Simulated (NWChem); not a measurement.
System: PbBrF, singlet; SMILES [Pb]([Br])[F]

Input file for NWChem:

```
start job
memory heap 200 mb stack 900 mb global 1100 mb
geometry units angstroms noautoz
  Pb    -0.224261     0.705526     0.000000
  F      1.749196     1.280960     0.000000
  Br     0.094557    -1.904942     0.000000
end
basis spherical
  * library def2-svp
end
ecp
  Pb library def2-ecp
end
dft
  xc b3lyp
  iterations 150
  vectors input atomic output neutral.movecs
end
task dft energy
charge 1
dft
  odft
  mult 2
  vectors input atomic output cation.movecs
end
task dft energy
```

Output (shortened):

```
             Northwest Computational Chemistry Package (NWChem) 7.3.0
             --------------------------------------------------------

 CS  symmetry detected

                             Geometry "geometry" -> ""
                             -------------------------

 Output coordinates in angstroms (scale by  1.889725989 to convert to a.u.)

  No.       Tag          Charge          X              Y              Z
 ---- ---------------- ---------- -------------- -------------- --------------
    1 Pb                  82.0000    -0.22106365     0.68680771     0.00000000
    2 F                    9.0000     1.75934375     1.23784616     0.00000000
    3 Br                  35.0000     0.06551787    -1.92739564     0.00000000

 Effective nuclear repulsion energy (a.u.)     813.9105389180

      Symmetry information
      --------------------

 Group name             Cs
 Group number              2
 Group order               2
 No. of unique centers     3

                                 NWChem DFT Module
                                 -----------------

 Summary of "ao basis" -> "ao basis" (spherical)
 ------------------------------------------------------------------------------
       Tag                 Description            Shells   Functions and Types
 ---------------- ------------------------------  ------  ---------------------
 Pb                         def2-svp                10       26   4s4p2d
 F                          def2-svp                 6       14   3s2p1d
 Br                         def2-svp                12       32   5s4p3d

      Symmetry analysis of basis
      --------------------------

        a'         50
        a"         22

            General Information
            -------------------
          SCF calculation type: DFT
          Wavefunction type:  closed shell.
          No. of atoms     :     3
          No. of electrons :    66
           Alpha electrons :    33
            Beta electrons :    33
          Charge           :     0
          Spin multiplicity:     1
          Use of symmetry is: on ; symmetry adaption is: on
          Maximum number of iterations: 150
          AO basis - number of functions:    72
                     number of shells:    28
          Convergence on energy requested:  1.00D-06
          Convergence on density requested:  1.00D-05
          Convergence on gradient requested:  5.00D-04

              XC Information
              --------------
                         B3LYP Method XC Potential
                     Hartree-Fock (Exact) Exchange  0.200
                        Slater Exchange Functional  0.800 local
                    Becke 1988 Exchange Functional  0.720 non-local
              Lee-Yang-Parr Correlation Functional  0.810
                  VWN I RPA Correlation Functional  0.190 local

             Grid Information
             ----------------
          Grid used for XC integration:  medium
          Radial quadrature: Mura-Knowles
          Angular quadrature: Lebedev.
          Tag              B.-S. Rad. Rad. Pts. Rad. Cut. Ang. Pts.
          ---              ---------- --------- --------- ---------
          Pb                  1.80      123           9.0       590
          F                   0.50       49          10.0       434
          Br                  1.15      112          10.0       590
          Grid pruning is: on
          Number of quadrature shells:   284
          Spatial weights used:  Erf1

      Superposition of Atomic Density Guess
      -------------------------------------

 Sum of atomic energies:       -2890.73841316

      Non-variational initial energy
      ------------------------------

 Total energy =   -2863.059870
 1-e energy   =   -4560.727133
 2-e energy   =    1445.326004
 HOMO         =      -0.340912
 LUMO         =      -0.046601

      Symmetry analysis of molecular orbitals - initial
      -------------------------------------------------

  Numbering of irreducible representations:

     1 a'          2 a"

  Orbital symmetries:

     1 a'          2 a'          3 a'          4 a'          5 a"
     6 a'          7 a'          8 a'          9 a'         10 a"
    11 a'         12 a'         13 a'         14 a"         15 a'
    16 a'         17 a"         18 a'         19 a"         20 a'
    21 a'         22 a'         23 a'         24 a"         25 a"
    26 a'         27 a'         28 a'         29 a"         30 a'
    31 a"         32 a'         33 a'         34 a"         35 a'
    36 a'         37 a'         38 a'         39 a"         40 a'
    41 a"         42 a'         43 a"

   convergence    iter        energy       DeltaE   RMS-Dens  Diis-err
 ---------------- ----- ----------------- --------- --------- ---------
 d= 0,ls=0.0,diis     1  -2866.5425603530 -3.12D+03  3.77D-02  8.80D-01
 d= 0,ls=0.0,diis     2  -2864.9914894616  1.55D+00  2.68D-02  1.61D+01
 d= 0,ls=0.0,diis     3  -2866.6246961168 -1.63D+00  1.00D-02  2.33D-01
 d= 0,ls=0.0,diis     4  -2866.6514613332 -2.68D-02  3.39D-03  8.19D-02
 d= 0,ls=0.0,diis     5  -2866.6625203337 -1.11D-02  5.02D-04  7.89D-04
  Resetting Diis
 d= 0,ls=0.0,diis     6  -2866.6626351074 -1.15D-04  1.29D-04  9.15D-05
 d= 0,ls=0.0,diis     7  -2866.6626506328 -1.55D-05  5.96D-05  4.67D-06
 d= 0,ls=0.0,diis     8  -2866.6626490177  1.62D-06  3.51D-05  2.22D-05
 d= 0,ls=0.0,diis     9  -2866.6626511700 -2.15D-06  4.72D-06  1.13D-07
 d= 0,ls=0.0,diis    10  -2866.6626511836 -1.37D-08  7.25D-07  3.66D-09

         Total DFT energy =    -2866.662651183647
      One electron energy =    -4562.857425874211
           Coulomb energy =     1561.872570548634
    Exchange-Corr. energy =     -118.019055749546
 Nuclear repulsion energy =      252.341259891477

 Numeric. integr. density =       65.999991306135

                  Occupations of the irreducible representations
                  ----------------------------------------------

                     irrep           alpha         beta
                     --------     --------     --------
                     a'               24.0         24.0
                     a"                9.0          9.0

                       DFT Final Molecular Orbital Analysis
                       ------------------------------------

 Vector   31  Occ=2.000000D+00  E=-2.906129D-01  Symmetry=a'
              MO Center=  9.8D-02, -7.6D-01,  2.0D-16, r^2= 4.3D+00
   Bfn.  Coefficient  Atom+Function         Bfn.  Coefficient  Atom+Function
  ----- ------------  ---------------      ----- ------------  ---------------
    56      0.467273  3 Br py                53      0.411943  3 Br py
    50     -0.275328  3 Br py                 3     -0.267790  1 Pb s
     4     -0.223390  1 Pb s                 12     -0.213126  1 Pb py
     1      0.191545  1 Pb s                 31     -0.183047  2 F  py
    30      0.181732  2 F  px                11      0.168472  1 Pb px

 Vector   32  Occ=2.000000D+00  E=-2.856909D-01  Symmetry=a"
              MO Center=  7.7D-02, -1.7D+00, -8.3D-15, r^2= 2.0D+00
   Bfn.  Coefficient  Atom+Function         Bfn.  Coefficient  Atom+Function
  ----- ------------  ---------------      ----- ------------  ---------------
    57      0.582922  3 Br pz                54      0.505110  3 Br pz
    51     -0.338795  3 Br pz                13      0.110872  1 Pb pz
    48      0.110167  3 Br pz                32      0.101099  2 F  pz
    16      0.088151  1 Pb pz                35     -0.077876  2 F  pz
    18      0.062942  1 Pb d -1              23     -0.040439  1 Pb d -1

 Vector   33  Occ=2.000000D+00  E=-2.771821D-01  Symmetry=a'
              MO Center=  1.2D-01, -1.6D+00,  9.8D-16, r^2= 2.5D+00
   Bfn.  Coefficient  Atom+Function         Bfn.  Coefficient  Atom+Function
  ----- ------------  ---------------      ----- ------------  ---------------
    55      0.577282  3 Br px                52      0.501412  3 Br px
    49     -0.335152  3 Br px                 3      0.151755  1 Pb s
    30     -0.152296  2 F  px                33      0.116259  2 F  px
     4      0.109434  1 Pb s                 46      0.108944  3 Br px
     1     -0.106029  1 Pb s                 56     -0.072217  3 Br py

 Vector   34  Occ=0.000000D+00  E=-1.162267D-01  Symmetry=a"
              MO Center= -2.0D-01,  5.7D-01, -1.1D-15, r^2= 3.8D+00
   Bfn.  Coefficient  Atom+Function         Bfn.  Coefficient  Atom+Function
  ----- ------------  ---------------      ----- ------------  ---------------
    13      0.587280  1 Pb pz                16      0.543317  1 Pb pz
    57     -0.233513  3 Br pz                10     -0.194932  1 Pb pz
     7     -0.189060  1 Pb pz                32      0.174028  2 F  pz
    54     -0.158813  3 Br pz                35     -0.148893  2 F  pz
    51      0.105794  3 Br pz                25      0.049732  1 Pb d  1

 Vector   35  Occ=0.000000D+00  E=-3.871284D-02  Symmetry=a'
              MO Center= -2.4D-01,  5.2D-01, -2.3D-14, r^2= 5.1D+00
   Bfn.  Coefficient  Atom+Function         Bfn.  Coefficient  Atom+Function
  ----- ------------  ---------------      ----- ------------  ---------------
    15      0.730816  1 Pb py                56      0.494147  3 Br py
    12      0.479262  1 Pb py                 3     -0.410222  1 Pb s
    45      0.316279  3 Br s                 53      0.247775  3 Br py
    14     -0.236787  1 Pb px                44      0.199268  3 Br s
     1      0.184433  1 Pb s                 50     -0.169459  3 Br py

[...]
```

Level: B3LYP/def2-SVP with def2 effective core potentials on Pb, vertical spin-unrestricted ions. Low-valent species are run as closed-shell singlets; no triplet was tried in these runs. Coordinates come from a PBE0/def2-SVP optimisation. def2 effective core potentials on Pb; no spin-orbit coupling.
